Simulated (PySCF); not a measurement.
A structure optimised at PBE-D3(BJ)/def2-SVP, used in a PySCF frequency run:

```xyz
10

C      2.5469    -0.4306    -0.2974
C      1.3569    -0.5813    -0.0759
C     -0.0859    -0.7413     0.1550
F     -0.3573    -0.6419     1.4934
F     -0.4812    -2.0020    -0.2432
C     -0.9683     0.2437    -0.6199
Cl    -0.6070     1.9433    -0.2163
H      3.6044    -0.3006    -0.4853
H     -0.8160     0.0910    -1.7046
H     -2.0208     0.0250    -0.3557
```
Charge 0, spin multiplicity 1.

### Question
Write its SMILES and formula.

### Answer
C#CC(F)(F)CCl, C4H3ClF2

### Question
What are its rotational constants (standard atomic weights)?

### Answer
2.7844, 1.6691, 1.3100 GHz
